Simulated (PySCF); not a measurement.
GeTe, SMILES [Ge]=[Te] (connectivity only; charge and spin as stated), neutral, multiplicity 1.

The structure is a stationary point at PBE0-D3(BJ)/def2-TZVP. The def2 effective core potentials stand for the cores of Te; spin–orbit coupling is left out.

Two levels are set side by side: PBE/def2-TZVPD (PySCF) and M06-2X/def2-TZVPD (PySCF). Same geometry, gas phase. Differences are taken from unrounded values.

```json
[
 {"quantity": "orbital gap (eV)", "M06-2X": "6.13"},
 {"quantity": "highest occupied level (eV)", "M06-2X": "-7.99"},
 {"quantity": "lowest empty level (eV)", "M06-2X": "-1.86"},
 {"quantity": "dipole moment (D)", "M06-2X": "1.69"},
 {"quantity": "mean polarisability (bohr³)", "M06-2X": "77.3"}
]
```

**Question.** What does PBE give, and how far is it from M06-2X? (Estimate from the structure and the level; the computed values follow.)

**Answer.** 
```csv
quantity,PBE,PBE minus M06-2X
orbital gap (eV),2.93,-3.20
highest occupied level (eV),-6.21,1.78
lowest empty level (eV),-3.28,-1.42
dipole moment (D),1.01,-0.68
mean polarisability (bohr³),79.3,2.0
```

PBE's occupied levels lie high since its potential decays too fast outside the molecule; exact exchange lowers them and widens the gap. Differences between two approximate levels are no errors against the true value.

Rough cost on one machine, each run with all the roots and properties that it gave: M06-2X against PBE within a factor of 2.
